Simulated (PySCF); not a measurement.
InP, triplet, at a GFN2-xTB geometry (such geometries of metal compounds can be far from the true shape) (core potentials on In). Base run: DF-R2SCAN/def2-TZVP run with PySCF.

Input for PySCF:
```python
from pyscf import gto, scf, dft

mol = gto.Mole()
mol.atom = '''
    In   -0.000000   -0.000000   -0.613897
    P     0.000000    0.000000    2.005398
'''
mol.basis = 'def2-tzvp'
mol.ecp = {'In': 'def2-tzvp'}
mol.charge = 0
mol.spin = 2
mol.verbose = 5
mol.build()

mf = dft.UKS(mol)
mf.xc = 'r2scan'
mf = mf.density_fit(auxbasis='def2-universal-jkfit')
mf.kernel()
mf.analyze()
```

The base run was repeated with changes; each row names its change, and settings that it needs were set with it.

```json
[
 {"change": "base", "basis functions": "87", "E (Eh)": "-531.49206", "HOMO (eV)": "-4.64", "dipole (D)": "1.92", "core-seconds (rough)": "10"},
 {"change": "basis = LANL2DZ", "basis functions": "16", "E (Eh)": "-8.32392", "HOMO (eV)": "-4.35", "dipole (D)": "3.21", "core-seconds (rough)": "4"},
 {"change": "basis = def2-SVP", "basis functions": "44", "E (Eh)": "-531.36191", "HOMO (eV)": "-4.36", "dipole (D)": "2.93", "core-seconds (rough)": "10"},
 {"change": "basis = def2-SV(P)", "basis functions": "44", "E (Eh)": "-531.36191", "HOMO (eV)": "-4.36", "dipole (D)": "2.93", "core-seconds (rough)": "6"},
 {"change": "basis = def2-SVPD", "basis functions": "56", "E (Eh)": "-531.36537", "HOMO (eV)": "-4.43", "dipole (D)": "3.19", "core-seconds (rough)": "20"},
 {"change": "basis = def2-TZVPP", "basis functions": "92", "E (Eh)": "-531.49211", "HOMO (eV)": "-4.64", "dipole (D)": "1.92", "core-seconds (rough)": "10"},
 {"change": "basis = def2-TZVPD", "basis functions": "99", "E (Eh)": "-531.48353", "HOMO (eV)": "-4.52", "dipole (D)": "3.34", "core-seconds (rough)": "20"},
 {"change": "basis = def2-QZVP", "basis functions": "152", "E (Eh)": "-531.49530", "HOMO (eV)": "-4.53", "dipole (D)": "3.34", "core-seconds (rough)": "20"},
 {"change": "basis = def2-QZVPP", "basis functions": "152", "E (Eh)": "-531.49530", "HOMO (eV)": "-4.53", "dipole (D)": "3.34", "core-seconds (rough)": "20"}
]
```

Totals compare only among sets that treat the same electrons; sets with core potentials leave the core out.

Open shells are given as the SCF converged; they aren't shown to be the lowest states, and a large step between rows can be another state.
